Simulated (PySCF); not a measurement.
RbCl, SMILES [Cl][Rb].

Geometry: B3LYP-D3(BJ)/def2-TZVPD. The def2 effective core potentials stand for the cores of Rb; spin–orbit coupling is left out.

Level of theory: PySCF with PBE/def2-TZVPD.

Estimate the frontier levels, gap, dipole moment and polarisability. (Estimate from the structure and the level; the computed values follow.)


- highest occupied level = -4.62 eV
- lowest empty level = -1.89 eV
- orbital gap = 2.73 eV
- dipole moment = 10.70 D
- quadrupole, principal values (traceless, Buckingham form, about the centre of nuclear charge) = -9.71, 4.85, 4.85 D·Å
- mean static polarisability = 48.2 bohr³ (7.15 Å³)
- polarisability, principal values = 39.4, 39.4, 65.9 bohr³
